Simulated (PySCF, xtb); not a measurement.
C4H6ClF, SMILES C(/F)=C(\Cl)CC. One conformer was computed; it need not be the lowest.

Harmonic wavenumbers (cm⁻¹) from GFN2-xTB run with xtb 6.7.1 at its own minimum, in rising order: 55, 190, 198, 232, 268, 333, 436, 540, 718, 777, 834, 948, 1058, 1085, 1112, 1127, 1237, 1250, 1315, 1408, 1457, 1493, 1497, 1704, 2975, 2997, 3045, 3048, 3050, 3099.

Question: What does PySCF 2.14.0 with PBE-D3(BJ)/def2-SVP give at its own minimum? (An estimate is asked for; the answer gives what the named calculation found.)

Answer: 73, 202, 206, 246, 282, 346, 456, 547, 707, 782, 802, 918, 1030, 1053, 1092, 1151, 1238, 1263, 1324, 1341, 1394, 1416, 1431, 1689, 2971, 2979, 3038, 3073, 3076, 3143. Paired by order, the mean absolute difference is 24 cm⁻¹ and the zero-point energies are 56.4 and 56.1 kcal/mol.
